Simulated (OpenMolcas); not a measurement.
Ag2+ among 8 point charges of -1.2 e arranged as a cube (Oh).

| Item | Value |
| --- | --- |
| Program | OpenMolcas 26.06 |
| Method | SS-CASPT2, IPEA 0.25 Eh, imaginary shift 0.1 Eh (closed shells correlated: 4s 4p) |
| Basis | ANO-RCC-VTZP [7s6p4d2f1g] |
| Scalar Hamiltonian | DKH2, point nucleus |
| Active space | 9 electrons in 5 orbitals (4d) |
| State averaging | 2S+1 = 2 even, 5 roots |
| Spin-orbit coupling | state interaction with AMFI integrals over the reference wave functions |

All point charges move together. At R = 2.09 Å |10Dq| is 3802 cm-1, and at R = 2.21 Å it is 2947 cm-1.

**Question.** A third run gives 2313 cm-1. What distance was it run at?

**Answer.** With a power law R^-n the two known points give n = -ln(2947 / 3802) / ln(2.21 / 2.09) = 4.56. Then R = 2.09 × (3802 / 2313)^(1/4.56) = 2.331 Å. The run was at 2.33 Å, so the estimate is off by +0.001 Å.

Roots that are degenerate in the reference are averaged as groups; the widest CASPT2 spread within a group is 59 cm-1 (the 3-fold group of multiplicity 2 near 0 cm-1 above the lowest state of its run, R = 2.33). Shifts and gaps below about the spread of the groups concerned are not significant. An orbital triplet at a regular site is open to Jahn-Teller coupling, which can distort the site and quench the lowest spin-orbit gaps and is left out. The ground term spreads over less than 5000 cm-1, several times less than with real ligands, so orbital moments are less quenched and χT lies further from the spin-only value than at real sites. Free-ion shares, where given, are those of the reference states; single-state CASPT2 does not remix them. Point charges carry no covalency, so the field is a model and not that of real ligands. No measured value stands beside these numbers.
